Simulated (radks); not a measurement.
Problem. All-electron atom: Nb+ in [Kr] 4d3 5p1 (not the ground configuration). Method: Dirac Kohn-Sham, PBE, spin-unpolarised, spherical densities, point nucleus; open shells fill j = l - 1/2 first; computed with a radial shooting solver on a logarithmic mesh with Libxc functionals. Some entries of the table are withheld. Estimate them.

orbital,occ.,eigenvalue (eV),<r> (bohr)
1s1/2,2,-18810.39,0.03609
2s1/2,2,-2639.708,0.1577
2p1/2,2,-2423.284,0.1346
2p3/2,4,-2327.506,0.1391
3s1/2,2,-449.2694,0.4430
3p1/2,2,(1),0.4386
3p3/2,4,(2),0.4491
3d3/2,4,-208.4684,(3)
3d5/2,6,-205.5804,(4)
4s1/2,2,-68.8080,1.156
4p1/2,2,-46.2681,(5)
4p3/2,4,-44.1428,(6)
4d3/2,3,-12.4260,1.910
4d5/2,0,-12.2358,1.928
5p1/2,1,-7.1912,4.008
5p3/2,0,-7.0038,4.090

Solution. 
(1) 3p1/2 eigenvalue (eV): -367.7962
(2) 3p3/2 eigenvalue (eV): -352.2825
(3) 3d3/2 <r> (bohr): 0.4310
(4) 3d5/2 <r> (bohr): 0.4345
(5) 4p1/2 <r> (bohr): 1.273
(6) 4p3/2 <r> (bohr): 1.303
